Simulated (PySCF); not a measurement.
# Two-photon absorption: SMILES Cl/C=C/c1ccccc1, C$_{8}$H$_{7}$Cl

Molfile (atoms numbered from 1):
```
C8H7Cl
     RDKit          3D

 16 16  0  0  0  0  0  0  0  0999 V2000
    4.4227   -0.2903    0.0020 Cl  0  0  0  0  0  0  0  0  0  0  0  0
    2.7904    0.2448   -0.0458 C   0  0  0  0  0  0  0  0  0  0  0  0
    1.7662   -0.5971    0.0566 C   0  0  0  0  0  0  0  0  0  0  0  0
    0.3559   -0.2405    0.0252 C   0  0  0  0  0  0  0  0  0  0  0  0
   -0.1014    1.0708   -0.1214 C   0  0  0  0  0  0  0  0  0  0  0  0
   -1.4544    1.3472   -0.1452 C   0  0  0  0  0  0  0  0  0  0  0  0
   -2.3822    0.3250   -0.0231 C   0  0  0  0  0  0  0  0  0  0  0  0
   -1.9444   -0.9807    0.1232 C   0  0  0  0  0  0  0  0  0  0  0  0
   -0.5915   -1.2596    0.1467 C   0  0  0  0  0  0  0  0  0  0  0  0
    2.7010    1.3119   -0.1654 H   0  0  0  0  0  0  0  0  0  0  0  0
    1.9731   -1.6526    0.1749 H   0  0  0  0  0  0  0  0  0  0  0  0
    0.6043    1.8807   -0.2175 H   0  0  0  0  0  0  0  0  0  0  0  0
   -1.7897    2.3678   -0.2602 H   0  0  0  0  0  0  0  0  0  0  0  0
   -3.4391    0.5463   -0.0414 H   0  0  0  0  0  0  0  0  0  0  0  0
   -2.6607   -1.7836    0.2193 H   0  0  0  0  0  0  0  0  0  0  0  0
   -0.2578   -2.2812    0.2605 H   0  0  0  0  0  0  0  0  0  0  0  0
  1  2  1  0
  2  3  2  0
  3  4  1  0
  4  5  2  0
  5  6  1  0
  6  7  2  0
  7  8  1  0
  8  9  2  0
  9  4  1  0
  2 10  1  0
  3 11  1  0
  5 12  1  0
  6 13  1  0
  7 14  1  0
  8 15  1  0
  9 16  1  0
M  END
```

Computed, not measured: TDDFT B3LYP/def2-SVPD excited states, vertical, gas phase in PySCF 2.14.0. Geometry: GFN2-xTB.

(1) How strongly do the lowest singlets absorb one photon, and two photons of half the energy?

Results:

(1) δ for parallel linear polarisation; σ at the peak of a Lorentzian of half width 0.1 eV, single beam; Ω is circular over linear.
| state | E (eV) | f | photon λ (nm) | δ (au) | σ (GM) | Ω | main |
| --- | --- | --- | --- | --- | --- | --- | --- |
| S1 | 4.61 | 0.390 | 538 | 43.2 | 0.34 | 0.90 | HOMO→LUMO 0.81, HOMO→LUMO+1 0.12 |
| S2 | 4.83 | 0.116 | 513 | 109 | 0.93 | 0.82 | HOMO−1→LUMO 0.46, HOMO→LUMO+1 0.38 |
| S3 | 5.65 | 0.222 | 439 | 79 | 0.92 | 0.72 | HOMO→LUMO+1 0.46, HOMO−1→LUMO 0.44 |
| S4 | 5.88 | 0.001 | 422 | 2.02 | 0.03 | 1.49 | HOMO→LUMO+2 0.93 |
| S5 | 6.08 | 0.008 | 408 | 4550 | 61.73 | 0.70 | HOMO−2→LUMO 0.75, HOMO→LUMO+4 0.18 |

Among these, the strongest one-photon state is S1, the strongest two-photon state S5, with a dipole change of 0.8 D (relaxed, norm of the difference vector).
